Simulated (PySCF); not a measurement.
Working out the ionisation energy of Tb

Tb [Xe] 4f9 6s2 (high-spin determinant) → Tb⁺ [Xe] 4f9 6s1 (high-spin determinant). Calculation: PySCF 2.14, in ANO-RCC-VTZP; the spin-free X2C one-electron Hamiltonian (Gaussian nucleus). Frozen: [Ar] 3d10. Energies in hartree (1 hartree = 27.21139 eV):

```json
{"part": "UHF", "Tb (lower)": "-11703.683579", "Tb⁺ (upper)": "-11703.507568"}
{"part": "MP2 opposite-spin", "Tb (lower)": "-0.910346", "Tb⁺ (upper)": "-0.882974"}
{"part": "MP2 same-spin", "Tb (lower)": "-0.579597", "Tb⁺ (upper)": "-0.572363"}
```

Question: What does Hartree-Fock give?

Answer: (-11703.507568) − (-11703.683579) = 0.176011 hartree = 4.790 eV.

Question: What do MP2 and SCS-MP2 (6/5 opposite-spin, 1/3 same-spin) give?

Answer: The opposite-spin parts differ by 0.745 eV and the same-spin parts by 0.197 eV. MP2: 4.790 + (0.745) + (0.197) = 5.732 eV. SCS-MP2: 4.790 + 1.2 × (0.745) + (0.197)/3 = 5.750 eV.

A first-order spin-orbit estimate adds 0.000 eV to MP2 (valence and next inner shell), giving 5.732 eV against 5.864 eV (measured; NIST Atomic Spectra Database, ionization energies).

One determinant mixes LS terms, so it does not stand for a single term.

What remains against the reference includes basis incompleteness, the frozen core and correlation beyond second order.
